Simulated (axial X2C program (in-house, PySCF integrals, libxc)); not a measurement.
Potential curves of InO⁺, without spin–orbit coupling

Calculated with an in-house relativistic program for diatomic molecules. Spin-free means the one-electron spin-free X2C Hamiltonian. Basis: In dyall-cv3z [11s12p9d4f1g], O dyall-av3z [7s6p3d2f] (cores contracted in-house); Gaussian nuclei, density fitting, unrestricted open shells. Masses: In 114.904 u, O 15.995 u.

State: M_S = 1, Λ = 1 (beyond evenly filled blocks: σα, π+α, π+β, π-α). Energies in eV from the lowest point of each curve. Fits are polynomials in 1 − R0/R over 0.85 to 1.23 times the lowest point R0.

| R (Å) | CCSD(T) |
| --- | --- |
| 1.9620 | 0.0924 |
| 2.0266 | 0.0241 |
| 2.0913 | 0.0008 |
| 2.1560 | 0.0000 |
| 2.2315 | 0.0099 |
| 2.3069 | 0.0208 |
| 2.4039 | 0.0290 |

Correlated methods: 8 electrons correlated (number of frozen shells: In 4 s, 3 p, 2 d; O 1 s), 260 virtual spin orbitals or spinors in MP2, 90 natural virtuals in coupled cluster.

Coupled cluster ran in a truncated set of natural virtual spinors; the MP2 energy of the rest was added. (T) has no such correction and the atoms are truncated less, which lowers De at CCSD(T) by a hundredth of an eV or more. The state is one determinant with fixed occupations, lowest in a PBE0 search at one distance only: followed along the bond, the 2c determinant Ω = 1 reaches 0.09 eV lower at PBE0, so the state shown is not the lowest. The T1 diagnostic is large, a sign of multireference character. With the outer-core shells frozen, correlated bond lengths of heavy atoms tend to come out a few hundredths of an ångström too long. Coupled cluster ran on the points near the minimum only. MP2 and coupled cluster on one determinant become unreliable at the stretched end.

Task: What are Re and ωe at the CCSD(T) level?

Result: At CCSD(T), spin-free: Re = 2.125 Å, ωe ≈ 254 cm⁻¹; Be follows as 0.266 cm⁻¹.
